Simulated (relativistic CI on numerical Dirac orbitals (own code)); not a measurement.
# Ni+: 3p photoemission

Computed with this model: Dirac-Coulomb-Breit CI, separate exchange-only KLI orbitals for each configuration, QED by a radiative potential, valence Slater integrals scaled by 0.8, multiplet model of photoemission in the sudden approximation; configurations [Ar] 3d9 → [Ne] 3s2 3p5 3d9; 300 K; Lorentzian 0.8 eV and Gaussian 0.6 eV FWHM. Energies are those of the free ion, without screening or charge transfer. The energies are binding energies and can lie tens of eV above those of solids. S is read from ⟨S²⟩ = S(S + 1).

Field parameters in Wybourne normalisation: D4h B²₀ = −7Ds, B⁴₀ = 21(Dq − Dt), B⁴₄ = 21√(5/14) Dq. The field is a parameter set, without covalency.

Computed curve for free ion, scaled to 100 at the maximum (points under 2 are left out and the grid is thinned):

| Energy (eV) | Intensity |
| --- | --- |
| 78.5 | 2.0 |
| 79.0 | 2.6 |
| 79.4 | 3.2 |
| 79.9 | 4.4 |
| 80.4 | 6.6 |
| 80.8 | 9.8 |
| 81.3 | 19.6 |
| 81.8 | 50.6 |
| 82.2 | 91.4 |
| 82.7 | 92.6 |
| 83.2 | 74.6 |
| 83.6 | 48.0 |
| 84.1 | 24.6 |
| 84.6 | 19.4 |
| 85.0 | 15.1 |
| 85.5 | 12.6 |
| 86.0 | 17.1 |
| 86.4 | 29.1 |
| 86.9 | 57.9 |
| 87.4 | 87.2 |
| 87.8 | 79.5 |
| 88.3 | 67.0 |
| 88.8 | 54.0 |
| 89.2 | 29.2 |
| 89.7 | 12.9 |
| 90.2 | 7.5 |
| 90.6 | 5.7 |
| 91.1 | 4.7 |
| 91.6 | 4.5 |
| 92.0 | 5.1 |
| 92.5 | 7.6 |
| 93.0 | 15.4 |
| 93.4 | 25.6 |
| 93.9 | 41.4 |
| 94.4 | 40.5 |
| 94.8 | 21.0 |
| 95.3 | 8.3 |
| 95.8 | 4.3 |
| 96.2 | 3.0 |
| 96.7 | 2.1 |

The ground state has S = 0.50, and the centroid lies at 86.65 eV.
